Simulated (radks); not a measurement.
The numbers below are computed, except where a source is named.
Fractional charge and spin in the 5p shell of dysprosium: the spin-up occupation runs from 2 to 3 and the spin-down occupation from 2 to 3; the fullest corner is Dy2+, [Kr] 4d10 4f(up 5, down 5) 5s2 5p(up 3, down 3). Level of theory: scalar-relativistic Kohn-Sham, PBEsol, spin-polarised, spherical densities, finite nucleus; Fermi nuclear charge, rms radius of each element as measured or else 0.836 A^(1/3) + 0.57 fm (a radial shooting solver on a logarithmic mesh with Libxc functionals). Energy (eV) above the fullest corner. The planes named below are the two flat planes that join the four corners, with an edge along up + down = one added electron.

down \ up        2     2.5       3
2          105.420  73.866  45.696
2.5         73.866  45.915  21.254
3           45.696  21.254   0.000

Corners above the fullest one (they belong to Dy3+ and the next ion): (up 3, down 2) 45.696 eV, (up 2, down 3) 45.696 eV, (up 2, down 2) 105.42 eV. With half an added electron in each spin the energy lies 0.219 eV from the planes, and with half an added electron in spin up alone -1.692 eV. The planes are only a guide here: the flat-plane condition holds for ground states with one frontier orbital, while this shell lies below other occupied shells, so the corners above the fullest one are inner-hole states and not the ground states of those ions.
